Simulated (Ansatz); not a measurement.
The same bond dissociation along the group F, Cl, Br, I.

Gas-phase electronic energies from Ansatz, PBE0-D4/def2-TZVP geometries. CCSD(T)/CBS is the MP2 limit (def2-TZVPP, def2-QZVPP) plus CCSD(T) − MP2 in def2-TZVPP, frozen cores. This one scheme is used for every species, atoms too. DFT in def2-TZVPP. Open shells (•) are unrestricted, without spin–orbit coupling. Spin–orbit coupling would lower the free atoms: a little for Cl, F; clearly for Br; strongly for I. Elements past krypton have def2 core potentials. Bonds to Br, I are less sure, by a few kJ/mol each and by 10 to 20 or more in all where they break to atoms, as the def2 sets lack core-valence functions. Scalar relativity is left out up to krypton.

```
                                reaction  r2SCAN-D4 (kJ/mol)  B97M-V (kJ/mol)  MP2/CBS(def2) (kJ/mol)  CCSD(T)/CBS(def2) (kJ/mol)
  `F[SiH2][SiH3]` → F• + `[SiH2][SiH3]`•                 600              606                     659                         626
`[SiH3][SiH2]Cl` → Cl• + `[SiH2][SiH3]`•                 439              450                     477                         454
`[SiH3][SiH2]Br` → Br• + `[SiH2][SiH3]`•                 386              384                     426                         406
  `[SiH3][SiH2]I` → I• + `[SiH2][SiH3]`•                 321              318                     368                         346
```

Largest T1 diagnostic: 0.015, for `[SiH2][SiH3]`•.
